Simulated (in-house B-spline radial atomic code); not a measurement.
## Solving the quasi-particle equation for 5p up of I2+

Configuration [Kr] 4d10 5s2 5p3, highest spin, start r2SCAN; correlation leaves out the 5 deepest shells. Computed with an all-electron radial atomic-structure program (B-spline basis): all electrons, scalar-relativistic (spin-free one-electron X2C), finite nucleus, each spin shell either full or empty, empty states to l = 9 with an (l + 1/2)⁻⁴ tail; G0W0 by contour deformation at full frequency.

Spin-orbit coupling, left out, splits p levels strongly here.

Spin-orbit coupling splits this shell strongly; the level is its average.

At the mean-field level ε = -26.001 eV the matrix elements are Σx = -20.165 eV, v_xc = -15.985 eV and Σc(ε) = -0.806 eV, and the slope of the correlation self-energy is dΣc/dω = -0.0622. The quasi-particle energy solves E = ε + Σx − v_xc + Σc(E).

(1) What does the linearised equation give?

(2) How does that compare with the full solution and with static screening?

Answers

(1) Z = 1/(1 − dΣc/dω) = 1/1.0622 = 0.9414. The first-order shift is Σx − v_xc + Σc(ε) = -20.165 − (-15.985) + (-0.806) = -4.986 eV, so E ≈ ε + Z × shift = -26.001 + 0.9414 × (-4.986) = -30.695 eV.

(2) Solving the equation at full frequency dependence gives E = -30.675 eV, where Σc = -0.495 eV and the weight is 0.933; the linearised value is off by 19 meV. Leaving Z out would give -30.987 eV. Static COHSEX puts -2.457 eV in place of Σc and gives -32.638 eV, 1.96 eV deeper. The tabulated removal energy is 29.57 ± 0.025 eV (NIST, measured); the run leaves out spin-orbit coupling, Breit and QED terms.
